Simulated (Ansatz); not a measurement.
A nudged elastic band was laid between two geometries of ClH + F6W (9 atoms, charge 0, multiplicity 1).

All numbers below come from RKS LDA/def2-SVP (Ansatz 0.2.0).

```json
{"movable images": "3", "climbing image": "no", "spring": "5.0 eV/Å²", "optimiser": "quadratic models (default)", "start path": "through a guess of the saddle point", "force threshold": "0.05 eV/Å", "iteration limit": "60", "end points": "relaxed"}
```

First end point:

```xyz
9
Properties=species:S:1:pos:R:3
W -0.121 -0.122 -0.161
F 0.067 0.086 1.677
F 1.707 -0.138 -0.334
F -0.154 1.704 -0.351
F -1.950 -0.129 0.046
F -0.112 -1.949 0.064
F -0.312 -0.333 -1.974
Cl 2.186 2.249 1.901
H 1.331 1.384 2.370
```

Last end point:

```xyz
9
Properties=species:S:1:pos:R:3
W 0.314 0.318 -0.365
F -0.229 -0.199 2.865
F 1.855 0.053 -1.343
F 0.042 1.843 -1.364
F -1.266 0.635 0.513
F 0.639 -1.250 0.533
F -0.624 -0.645 -1.626
Cl 1.487 1.522 1.198
H 0.425 0.476 2.825
```

Task: What changes between the two ends?

Result: Bonds broken: W1–F2, Cl8–H9. Bonds formed: W1–Cl8, F2–H9. ClH + F6W becomes ClF5W + FH.

Task: Give the energies along the band, and the barrier.

Result: It converged. The highest image is number 3 of 0 to 4, 12.9 kcal/mol above the first end and 2.2 kcal/mol above the last; the last end lies 10.7 kcal/mol above the first. No image climbed, so the highest image needn't sit at the top of the path. So few images can step over the top or miss a turn of the path. The orbitals stay closed-shell, which can raise the energy where a bond breaks towards radicals; this wasn't checked here.

| image | path coordinate (Å) | energy (kcal/mol) | W1–F2 (Å) | Cl8–H9 (Å) | W1–Cl8 (Å) |
| --- | --- | --- | --- | --- | --- |
| 0 | 0.00 | 0.0 | 1.86 | 1.30 | 3.90 |
| 1 | 1.36 | 5.2 | 1.87 | 1.31 | 3.45 |
| 2 | 2.71 | 6.9 | 2.20 | 1.75 | 2.47 |
| 3 | 4.07 | 12.9 | 2.35 | 1.89 | 2.41 |
| 4 | 5.42 | 10.7 | 3.32 | 2.21 | 2.30 |

Task: What is the geometry of the highest image?

Result: 
```xyz
9
Properties=species:S:1:pos:R:3
W 0.239 0.230 -0.091
F 0.164 -0.300 2.197
F 1.961 0.004 -0.721
F 0.193 1.706 -1.205
F -1.422 0.665 0.579
F 0.353 -1.578 0.262
F -0.622 -0.440 -1.583
Cl 1.236 1.898 1.326
H 0.540 0.569 2.474
```

The run took 71 s on 4 threads of Intel(R) Xeon(R) Platinum 8488C (Sapphire Rapids) (shared host), peak memory 0.24 GiB.
